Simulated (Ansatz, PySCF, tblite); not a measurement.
Dissociation curve of MgH, doublet.

GFN2-xTB, 300 K electronic temperature (tblite); UHF/6-31G* = unrestricted Hartree-Fock/6-31G*, spherical d run with PySCF 2.14.0; ROCCSD = Ansatz (an electronic-structure program) with CCSD on ROHF/aug-cc-pVDZ, frozen core.

Total energies in hartree (comparable only within one method and basis):

```json
[
 {"R / Å": "1.30", "GFN2-xTB": "-0.94132", "UHF/6-31G*": "-200.07968", "ROCCSD": "-200.13451"},
 {"R / Å": "1.40", "GFN2-xTB": "-0.96320", "UHF/6-31G*": "-200.10619", "ROCCSD": "-200.15983"},
 {"R / Å": "1.48", "GFN2-xTB": "-0.97334", "UHF/6-31G*": "-200.11987", "ROCCSD": "-200.17274"},
 {"R / Å": "1.56", "GFN2-xTB": "-0.97958", "UHF/6-31G*": "-200.12856", "ROCCSD": "-200.18090"},
 {"R / Å": "1.64", "GFN2-xTB": "-0.98333", "UHF/6-31G*": "-200.13342", "ROCCSD": "-200.18548"},
 {"R / Å": "1.68", "GFN2-xTB": "-0.98454", "UHF/6-31G*": "-200.13471", "ROCCSD": "-200.18671"},
 {"R / Å": "1.74", "GFN2-xTB": "-0.98574", "UHF/6-31G*": "-200.13549", "ROCCSD": "-200.18748"},
 {"R / Å": "1.77", "GFN2-xTB": "-0.98610", "UHF/6-31G*": "-200.13543", "ROCCSD": "-200.18745"},
 {"R / Å": "1.85", "GFN2-xTB": "-0.98645", "UHF/6-31G*": "-200.13411", "ROCCSD": "-200.18630"},
 {"R / Å": "1.90", "GFN2-xTB": "-0.98629", "UHF/6-31G*": "-200.13258", "ROCCSD": "-200.18494"},
 {"R / Å": "1.98", "GFN2-xTB": "-0.98560", "UHF/6-31G*": "-200.12931", "ROCCSD": "-200.18201"},
 {"R / Å": "2.17", "GFN2-xTB": "-0.98272", "UHF/6-31G*": "-200.11943", "ROCCSD": "-200.17289"},
 {"R / Å": "2.39", "GFN2-xTB": "-0.97646", "UHF/6-31G*": "-200.10855", "ROCCSD": "-200.16144"},
 {"R / Å": "2.62", "GFN2-xTB": "-0.96812", "UHF/6-31G*": "-200.10091", "ROCCSD": "-200.15241"},
 {"R / Å": "2.91", "GFN2-xTB": "-0.95604", "UHF/6-31G*": "-200.09598", "ROCCSD": "-200.14523"},
 {"R / Å": "3.10", "GFN2-xTB": "-0.94765", "UHF/6-31G*": "-200.09450", "ROCCSD": "-200.14296"},
 {"R / Å": "3.46", "GFN2-xTB": "-0.93179", "UHF/6-31G*": "-200.09349", "ROCCSD": "-200.14130"},
 {"R / Å": "3.81", "GFN2-xTB": "-0.91769", "UHF/6-31G*": "-200.09338", "ROCCSD": "-200.14090"},
 {"R / Å": "4.29", "GFN2-xTB": "-0.90253", "UHF/6-31G*": "-200.09347", "ROCCSD": "-200.14077"},
 {"R / Å": "4.75", "GFN2-xTB": "-0.89314", "UHF/6-31G*": "-200.09351", "ROCCSD": "-200.14072"},
 {"R / Å": "5.24", "GFN2-xTB": "-0.88733", "UHF/6-31G*": "-200.09351", "ROCCSD": "-200.14069"},
 {"R / Å": "6.03", "GFN2-xTB": "-0.88309", "UHF/6-31G*": "-200.09347", "ROCCSD": "-200.14066"},
 {"R / Å": "6.95", "GFN2-xTB": "-0.88136", "UHF/6-31G*": "-200.09346", "ROCCSD": "-200.14064"}
]
```

The unrestricted determinant behind UHF/6-31G* is spin-contaminated at 2.39 to 3.10 Å (<S²> up to 0.9, against 0.75 for a pure doublet). The T1 diagnostic of CCSD on the restricted reference of ROCCSD exceeds 0.045 at 1.98 to 3.10 Å.
